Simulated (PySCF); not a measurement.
HCl3HfO, septet, at a GFN2-xTB geometry of the parent state (such geometries of metal compounds can be far from the true shape) (the multiplicity is a formal guess) (core potentials on Hf); DF-B3LYP/def2-SV(P) in PySCF.

The PySCF input:
```python
from pyscf import gto, scf, dft

mol = gto.Mole()
mol.atom = '''
    Hf   -0.253917    0.023804   -0.007038
    Cl    2.053705   -0.284852   -0.145681
    Cl    0.784120    0.821689    1.986196
    Cl   -0.681395   -0.857582   -2.040981
    O    -1.963154    0.438220    0.503379
    H    -2.672031    0.233031   -0.112376
'''
mol.basis = 'def2-sv(p)'
mol.ecp = {'Hf': 'def2-sv(p)'}
mol.charge = 0
mol.spin = 6
mol.verbose = 4
mol.build()

mf = dft.UKS(mol)
mf.xc = 'b3lyp'
mf = mf.density_fit(auxbasis='def2-universal-jkfit')
mf.kernel()
```

Write the output that PySCF gives for this input, abridged.


```
PySCF version 2.14.0

[INPUT] verbose = 4
[INPUT] num. atoms = 6
[INPUT] num. electrons = 72
[INPUT] charge = 0
[INPUT] spin (= nelec alpha-beta = 2S) = 6
[INPUT] symmetry False subgroup None
[INPUT] Mole.unit = angstrom
[INPUT] Symbol           X                Y                Z      unit          X                Y                Z       unit  Magmom
[...]
nuclear repulsion = 379.342695939158
number of shells = 43
number of NR pGTOs = 186
number of NR cGTOs = 95
basis = def2-sv(p)
ecp = {'Hf': 'def2-sv(p)'}

******** <class 'pyscf.df.df_jk.DFUKS'> ********
method = DFUKS
initial guess = minao
damping factor = 0
level_shift factor = 0
DIIS = <class 'pyscf.scf.diis.CDIIS'>
diis_start_cycle = 1
diis_space = 8
diis_damp = 0
SCF conv_tol = 1e-09
SCF conv_tol_grad = None
SCF max_cycles = 50
direct_scf = False
number electrons alpha = 39  beta = 33
XC library pyscf.dft.libxc version 7.1.2
    S. Lehtola, C. Steigemann, M. J. T. Oliveira, and M. A. L. Marques,  SoftwareX 7, 1–5 (2018)
XC functionals = b3lyp
    P. J. Stephens, F. J. Devlin, C. F. Chabalowski, and M. J. Frisch,  J. Phys. Chem. 98, 11623 (1994)
radial grids:
    Treutler-Ahlrichs [JCP 102, 346 (1995); DOI:10.1063/1.469408] (M4) radial grids

becke partition: Becke, JCP 88, 2547 (1988); DOI:10.1063/1.454033
pruning grids: <function nwchem_prune>
grids dens level: 3
symmetrized grids: False
atomic radii adjust function: <function treutler_atomic_radii_adjust>
small_rho_cutoff = 0
Set gradient conv threshold to 3.16228e-05
tot grids = 104328
******** <class 'pyscf.df.df.DF'> ********
auxbasis = def2-universal-jkfit
init E= -1491.83056921613

cycle= 1 E= -1502.66036073851  delta_E= -10.8  |g|= 1.22  |ddm|= 5.59

cycle= 2 E= -1495.91345690322  delta_E= 6.75  |g|= 2.92  |ddm|= 8.01

cycle= 3 E= -1502.45180498746  delta_E= -6.54  |g|= 1.23  |ddm|= 7.12

cycle= 4 E= -1503.29704911288  delta_E= -0.845  |g|= 0.672  |ddm|= 3.39

cycle= 5 E= -1503.53620334443  delta_E= -0.239  |g|= 0.206  |ddm|= 0.822

cycle= 6 E= -1503.44033211856  delta_E= 0.0959  |g|= 0.425  |ddm|= 0.801

cycle= 7 E= -1503.56497735978  delta_E= -0.125  |g|= 0.0594  |ddm|= 0.562

cycle= 8 E= -1503.56370565033  delta_E= 0.00127  |g|= 0.0711  |ddm|= 0.204

cycle= 9 E= -1503.56776098183  delta_E= -0.00406  |g|= 0.0154  |ddm|= 0.132

cycle= 10 E= -1503.56786562628  delta_E= -0.000105  |g|= 0.0191  |ddm|= 0.0522

cycle= 11 E= -1503.56814486729  delta_E= -0.000279  |g|= 0.0171  |ddm|= 0.0769

[...]

cycle= 22 E= -1503.56751707676  delta_E= -5.2e-05  |g|= 0.00739  |ddm|= 0.0676

cycle= 23 E= -1503.56748219612  delta_E= 3.49e-05  |g|= 0.00653  |ddm|= 0.0807

cycle= 24 E= -1503.56747220429  delta_E= 9.99e-06  |g|= 0.00474  |ddm|= 0.127

cycle= 25 E= -1503.56750045362  delta_E= -2.82e-05  |g|= 0.00497  |ddm|= 0.0603

cycle= 26 E= -1503.56749959778  delta_E= 8.56e-07  |g|= 0.00428  |ddm|= 0.0462

cycle= 27 E= -1503.56751658714  delta_E= -1.7e-05  |g|= 0.0027  |ddm|= 0.0659

cycle= 28 E= -1503.56754946764  delta_E= -3.29e-05  |g|= 0.00516  |ddm|= 0.102

cycle= 29 E= -1503.56754820733  delta_E= 1.26e-06  |g|= 0.00511  |ddm|= 0.0221

cycle= 30 E= -1503.56754516427  delta_E= 3.04e-06  |g|= 0.00613  |ddm|= 0.0111

cycle= 31 E= -1503.56750081926  delta_E= 4.43e-05  |g|= 0.00436  |ddm|= 0.0632

cycle= 32 E= -1503.56737899801  delta_E= 0.000122  |g|= 0.00425  |ddm|= 0.0796

cycle= 33 E= -1503.56734330136  delta_E= 3.57e-05  |g|= 0.00286  |ddm|= 0.0689

cycle= 34 E= -1503.56731685135  delta_E= 2.65e-05  |g|= 0.00201  |ddm|= 0.0625

cycle= 35 E= -1503.56726777434  delta_E= 4.91e-05  |g|= 0.00322  |ddm|= 0.0746

cycle= 36 E= -1503.56729539566  delta_E= -2.76e-05  |g|= 0.00288  |ddm|= 0.0401

cycle= 37 E= -1503.56734382151  delta_E= -4.84e-05  |g|= 0.00234  |ddm|= 0.0915

cycle= 38 E= -1503.56738515122  delta_E= -4.13e-05  |g|= 0.00268  |ddm|= 0.109

cycle= 39 E= -1503.56738006896  delta_E= 5.08e-06  |g|= 0.00224  |ddm|= 0.0186

cycle= 40 E= -1503.56739077179  delta_E= -1.07e-05  |g|= 0.00295  |ddm|= 0.0328

cycle= 41 E= -1503.56739171307  delta_E= -9.41e-07  |g|= 0.00314  |ddm|= 0.00604

cycle= 42 E= -1503.56741537269  delta_E= -2.37e-05  |g|= 0.00403  |ddm|= 0.0561

cycle= 43 E= -1503.56745021612  delta_E= -3.48e-05  |g|= 0.00799  |ddm|= 0.0985

cycle= 44 E= -1503.56740329591  delta_E= 4.69e-05  |g|= 0.00394  |ddm|= 0.127

cycle= 45 E= -1503.56738132635  delta_E= 2.2e-05  |g|= 0.00385  |ddm|= 0.0578

cycle= 46 E= -1503.56736130245  delta_E= 2e-05  |g|= 0.0034  |ddm|= 0.0507

cycle= 47 E= -1503.56737764521  delta_E= -1.63e-05  |g|= 0.00477  |ddm|= 0.0619

cycle= 48 E= -1503.56734283364  delta_E= 3.48e-05  |g|= 0.00329  |ddm|= 0.118

cycle= 49 E= -1503.56734664392  delta_E= -3.81e-06  |g|= 0.00143  |ddm|= 0.0305

cycle= 50 E= -1503.56734454551  delta_E= 2.1e-06  |g|= 0.00249  |ddm|= 0.00803
SCF not converged.
SCF energy = -1503.56734454551 after 50 cycles  <S^2> = 12.009033  2S+1 = 7.0025803
```

The run did not converge; its last values are not results.
